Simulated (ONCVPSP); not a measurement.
**Before and after: ONCV potential for Gd**

ONCVPSP 4.0.1 input, shortened (lines: element, Z, core and valence counts, functional; n l f; lmax; l rc ep ncon nbas qcut; lloc lpopt rc5 dvloc0; l nproj debl; icmod fcfact rcfact), PBE, scalar-relativistic:

```
  Gd 64.00    9    5        4      upf
    1    0    2.00
    2    0    2.00
    2    1    6.00
    3    0    2.00
    3    1    6.00
    3    2   10.00
    4    0    2.00
    4    1    6.00
    4    2   10.00
    4    3    7.00
    5    0    2.00
    5    1    6.00
    5    2    2.00
    6    0    1.00
    3
    0    2.05    0.00    4    7    6.40
    1    1.45    0.00    3    7    6.80
    2    3.65    0.00    4    9    4.60
    3    1.35    0.00    4    9   10.40
    4    5    1.00    0.00
    0    2    2.50
    1    2    4.00
    2    2    3.80
    3    2    3.00
    3    4.25    1.45
```

Change: functional PBEsol.

Cutoffs: the cutoffs (Ha) at which the residual kinetic energy of the hardest occupied pseudo-wave falls to 1 and 0.1 mHa per electron; they do not see the model core or the augmentation charge, which bear on the density cutoff. Errors are all-electron minus pseudo energies relative to the spin-unpolarised reference configuration.

Question: Predict the effect on cutoff, ghosts and configuration errors.

Answer: The potential gets neither clearly harder nor softer (93 Ha and 190 Ha → 93 Ha and 190 Ha); both files keep a bound ghost (s); the errors of the 3 common tests hardly move.

```csv
quantity,base,changed
"cutoff, loose",93 Ha,93 Ha
"cutoff, tight",190 Ha,190 Ha
loose cutoff by channel,"s 14 Ha, p 19 Ha, d 6.2 Ha, f 93 Ha","s 14 Ha, p 19 Ha, d 6.3 Ha, f 93 Ha"
bound ghosts,s,s
GHOST(+) flags under 300 eV,"d at 91.1 eV, d at 111.6 eV, p at 127.0 eV","d at 91.4 eV, d at 111.7 eV, p at 127.9 eV"
"tests counted as reliable (solved cleanly; for ONCVPSP, near-neutral configurations with less than one 5d electron left out)",3 of 4,3 of 4
"error for 4f7 5s2 5p6 5d1 6s2, meV [ΔE -1.77 eV]",+3.1,+3.2
"error for 4f7 5s2 5p6 5d1 6s1, meV [ΔE 4.88 → 4.90 eV]",-29,-30
"error for 4f7 5s2 5p6 5d1 6s0, meV [ΔE 16.97 → 16.95 eV]",-113,-128
s: phases at 2.08 bohr within 0.05 rad from the reference energy up to (Ha; the scan ends near 5),to the end of the scan,to the end of the scan
p: phases at 1.47 bohr within 0.05 rad from the reference energy up to (Ha; the scan ends near 5),4.5,4.6
d: phases at 3.71 bohr within 0.05 rad from the reference energy up to (Ha; the scan ends near 5),0.1,0.1
f: phases at 1.37 bohr within 0.05 rad from the reference energy up to (Ha; the scan ends near 5),to the end of the scan,to the end of the scan
"rms error of d²Exc/dni dnj with the model core, mHa",2.03,2.02
```

 A true bound ghost makes a file unfit for plane-wave use even where its test errors are small: the radial tests pick states by their node count and pass the ghost by.
